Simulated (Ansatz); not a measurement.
Ansatz (a first-principles code) input for C₃HClF₂, SMILES FC=C=C(F)Cl, PBE-D3(BJ)/def2-SVP. 

Ansatz 0.2 input:
```yaml
crystal:
  periodic: [false, false, false]
  atoms:
    - {symbol: F, position_ang: [-2.78672431, -0.79286052, -0.31501314]}
    - {symbol: C, position_ang: [-1.81361113, -0.05879374, -0.86312735]}
    - {symbol: C, position_ang: [-0.56497292, -0.10713997, -0.47415436]}
    - {symbol: C, position_ang: [0.68897850, -0.09833737, -0.10795557]}
    - {symbol: F, position_ang: [1.61777683, -0.89714718, -0.62167938]}
    - {symbol: Cl, position_ang: [1.34368606, 0.95380898, 1.10438207]}
    - {symbol: H, position_ang: [-2.18450215, 0.58094316, -1.67283884]}
basis:
  gaussian:
    orbitals: def2-SVP
hamiltonian:
  xc: pbe
  dispersion: d3bj
relax: {f_tol: 0.002, max_steps: 200}
```

Log of the run:

```
WARN ansatz: RAYON_NUM_THREADS=1 ignored (pool sized by the plan → 1); use --threads N
Functional definition: PBE
integrals: 0.04 GiB planned
1023 factors; their error is unknown
mean field: 0.22 GiB planned
mean field evaluation 1: about -21050.3226 eV, gradient 5.0e1 eV
mean field evaluation 2: about -21037.2678 eV, gradient 7.9e1 eV
mean field evaluation 4: about -21056.5958 eV, gradient 8.9e0 eV
mean field evaluation 8: about -21056.7749 eV, gradient 1.2e-1 eV
mean field evaluation 16: about -21056.7144 eV, gradient 1.5e-3 eV
mean field -21056.71443725 eV, -773.8199828153 hartree, gradient 7.1e-5 eV, S^2 0.000000; 0 other end points of the search recorded, 0 dependent functions left out
the calculation of the forces begins
reference -21056.71445970 eV, -773.8199836404 hartree; 27, 27 occupied and 66, 66 virtual orbitals, 1023 factors
relax step   1: F+E_penalty+E_count = -21056.85216338 eV  Δ(F+E_penalty+E_count) = +0.000e0 eV  max|allowed force component| = 3.335e-1 eV/Å  Δτ_max = 0.0000 Å  (28 SCF iters, accepted)
these checks for a lower state are left out or cut short: starts, cluster_reference, orbital_swaps, neighbouring_geometries, increment
integrals: 0.04 GiB planned
1023 factors; their error is unknown
mean field: 0.22 GiB planned
mean field -21056.72449755 eV, -773.8203525243 hartree, gradient 1.2e-5 eV, S^2 0.000000; 0 other end points of the search recorded, 0 dependent functions left out
the calculation of the forces begins
reference -21056.72452004 eV, -773.8203533511 hartree; 27, 27 occupied and 66, 66 virtual orbitals, 1023 factors
relax step   2: F+E_penalty+E_count = -21056.86173235 eV  Δ(F+E_penalty+E_count) = -9.569e-3 eV  max|allowed force component| = 1.048e-1 eV/Å  Δτ_max = 0.0127 Å  (32 SCF iters, accepted)
these checks for a lower state are left out or cut short: starts, cluster_reference, orbital_swaps, neighbouring_geometries, increment
integrals: 0.04 GiB planned
1023 factors; their error is unknown
mean field: 0.22 GiB planned
mean field evaluation 32: about -21056.7094 eV, gradient 1.1e-5 eV
mean field -21056.70935375 eV, -773.8197960001 hartree, gradient 1.1e-5 eV, S^2 0.000000; 0 other end points of the search recorded, 0 dependent functions left out
the calculation of the forces begins
reference -21056.70937632 eV, -773.8197968294 hartree; 27, 27 occupied and 66, 66 virtual orbitals, 1023 factors
relax step   3: F+E_penalty+E_count = -21056.84637785 eV  Δ(F+E_penalty+E_count) = +1.535e-2 eV  max|allowed force component| = 4.654e-1 eV/Å  Δτ_max = 0.0439 Å  (29 SCF iters, rejected (line search))
these checks for a lower state are left out or cut short: starts, cluster_reference, orbital_swaps, neighbouring_geometries, increment
integrals: 0.04 GiB planned
1023 factors; their error is unknown
mean field: 0.22 GiB planned
mean field -21056.72539108 eV, -773.8203853610 hartree, gradient 1.2e-5 eV, S^2 0.000000; 0 other end points of the search recorded, 0 dependent functions left out
the calculation of the forces begins
reference -21056.72541361 eV, -773.8203861889 hartree; 27, 27 occupied and 66, 66 virtual orbitals, 1023 factors
relax step   4: F+E_penalty+E_count = -21056.86249563 eV  Δ(F+E_penalty+E_count) = -7.633e-4 eV  max|allowed force component| = 1.016e-2 eV/Å  Δτ_max = 0.0073 Å  (31 SCF iters, accepted)
these checks for a lower state are left out or cut short: starts, cluster_reference, orbital_swaps, neighbouring_geometries, increment
integrals: 0.04 GiB planned
1023 factors; their error is unknown
mean field: 0.22 GiB planned
mean field -21056.72539608 eV, -773.8203855447 hartree, gradient 1.2e-5 eV, S^2 0.000000; 0 other end points of the search recorded, 0 dependent functions left out
the calculation of the forces begins
reference -21056.72541859 eV, -773.8203863720 hartree; 27, 27 occupied and 66, 66 virtual orbitals, 1023 factors
relax step   5: F+E_penalty+E_count = -21056.86251553 eV  Δ(F+E_penalty+E_count) = -1.991e-5 eV  max|allowed force component| = 1.661e-2 eV/Å  Δτ_max = 0.0065 Å  (31 SCF iters, accepted)
these checks for a lower state are left out or cut short: starts, cluster_reference, orbital_swaps, neighbouring_geometries, increment
integrals: 0.04 GiB planned
1023 factors; their error is unknown
mean field: 0.22 GiB planned
mean field -21056.72541819 eV, -773.8203863574 hartree, gradient 2.1e-5 eV, S^2 0.000000; 0 other end points of the search recorded, 0 dependent functions left out
the calculation of the forces begins
reference -21056.72544071 eV, -773.8203871849 hartree; 27, 27 occupied and 66, 66 virtual orbitals, 1023 factors
relax step   6: F+E_penalty+E_count = -21056.86253500 eV  Δ(F+E_penalty+E_count) = -1.947e-5 eV  max|allowed force component| = 3.178e-3 eV/Å  Δτ_max = 0.0023 Å  (23 SCF iters, accepted)
these checks for a lower state are left out or cut short: starts, cluster_reference, orbital_swaps, neighbouring_geometries, increment
integrals: 0.04 GiB planned
1023 factors; their error is unknown
mean field: 0.22 GiB planned
mean field -21056.72542044 eV, -773.8203864402 hartree, gradient 4.1e-5 eV, S^2 0.000000; 0 other end points of the search recorded, 0 dependent functions left out
the calculation of the forces begins
reference -21056.72544296 eV, -773.8203872677 hartree; 27, 27 occupied and 66, 66 virtual orbitals, 1023 factors
relax step   7: F+E_penalty+E_count = -21056.86253594 eV  Δ(F+E_penalty+E_count) = -9.409e-7 eV  max|allowed force component| = 1.508e-3 eV/Å  Δτ_max = 0.0004 Å  (19 SCF iters, accepted)
integrals: 0.04 GiB planned
1023 factors; their error is unknown
mean field: 0.22 GiB planned
mean field evaluation 64: about -21056.7251 eV, gradient 5.0e0 eV
mean field -21056.72542044 eV, -773.8203864402 hartree, gradient 4.1e-5 eV, S^2 0.000000; 1 other end points of the search recorded, 0 dependent functions left out
the calculation of the forces begins
reference -21056.72544296 eV, -773.8203872677 hartree; 27, 27 occupied and 66, 66 virtual orbitals, 1023 factors
Total energy: -21056.86255846 eV, -773.8254261692 hartree
Atom 0 at    -2.804994    -0.795572    -0.317284 Å, force    -0.000101     0.000515    -0.000801 eV/Å
Atom 1 at    -1.821769    -0.059750    -0.863584 Å, force     0.000689    -0.000626     0.000672 eV/Å
Atom 2 at    -0.565422    -0.110346    -0.469784 Å, force    -0.001508    -0.000061    -0.000316 eV/Å
Atom 3 at     0.698638    -0.098877    -0.105078 Å, force     0.000695     0.001284     0.000710 eV/Å
Atom 4 at     1.635289    -0.898882    -0.621774 Å, force     0.000231    -0.000193     0.000061 eV/Å
Atom 5 at     1.352870     0.957657     1.107435 Å, force     0.000065    -0.000671    -0.000674 eV/Å
Atom 6 at    -2.193981     0.586243    -1.680318 Å, force    -0.000071    -0.000248     0.000348 eV/Å
Dipole moment:    -0.076860     0.187441    -0.141379 e Å
```

The calculation finished and met its thresholds.
